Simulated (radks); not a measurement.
Values are calculated unless marked as measured or tabulated.
Effect of the nuclear size on neutral strontium, [Kr] 5s2. Level of theory: Dirac Kohn-Sham, relativistic LDA (MacDonald-Vosko exchange, VWN5 correlation), spin-unpolarised, spherical densities, finite nucleus; Fermi nuclear charge, rms radius 4.224 fm (a radial shooting solver on a logarithmic mesh with Libxc functionals). The rms radius is varied about that value; shifts are against it.

| rms radius (fm) | total energy shift (eV) | density at nucleus (e/bohr^3) | 1s1/2 shift (meV) | 2s1/2 shift (meV) | 3p1/2 shift (meV) | 4s1/2 shift (meV) | 4p1/2 shift (meV) |
|---|---|---|---|---|---|---|---|
| 3.7847 | -0.162 | 6.095e+04 | -68.3 | -7.04 | 0.125 | -0.140 | 0.036 |
| 3.8607 | -0.135 | 6.084e+04 | -57.0 | -5.87 | 0.104 | -0.116 | 0.030 |
| 4.224 | 0 | 6.036e+04 | 0.000 | 0.000 | 0.000 | 0.000 | 0.000 |
| 4.3887 | 0.0649 | 6.015e+04 | 27.4 | 2.82 | -0.050 | 0.056 | -0.014 |
| 5.0561 | 0.351 | 5.94e+04 | 148 | 15.3 | -0.270 | 0.302 | -0.078 |

Slopes of the eigenvalues against <r^2> in GHz/fm^2, as finite differences over the two radii next to the reference (eigenvalue slopes, not the field-shift constants of lines): 1s1/2 4680, 2s1/2 483, 3p1/2 -8.54, 4s1/2 9.57, 4p1/2 -2.46.
